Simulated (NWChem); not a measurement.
# SiNH$_{5}$O$_{2}$; SMILES [SiH](N)(O)O

```xyz
9

Si    -0.0157    -0.0144     0.3374
N     -0.0278    -1.6246    -0.2458
O     -1.3053     0.8749    -0.2066
O      1.3007     0.8408    -0.2160
H     -0.0194    -0.1352     1.8215
H     -0.3643    -2.3671     0.3558
H     -0.2129    -1.8285    -1.2218
H     -1.0995     1.7893    -0.4239
H      2.1469     0.3894    -0.1530
```
Atoms are numbered in this order, from 1.

Program: NWChem. Geometry: optimised at PBE0/def2-SVP. Total energies compare along this basis series because the functional is fixed.

| level | basis functions | energy (Ha) | highest occupied level (eV) | orbital gap (eV) | dipole (D) |
|---|---|---|---|---|---|
| PBE/cc-pVDZ | 85 | -497.4284 | -5.86 | 6.52 | 1.44 |
| PBE/aug-cc-pVDZ | 141 | -497.4692 | ? | ? | ? |
| PBE/cc-pVTZ | 194 | -497.5477 | -6.18 | 6.33 | 1.37 |

Task: What belongs in the gaps?

Result: 
- PBE/aug-cc-pVDZ, highest occupied level (eV): -6.37
- PBE/aug-cc-pVDZ, orbital gap (eV): 5.54
- PBE/aug-cc-pVDZ, dipole (D): 1.33
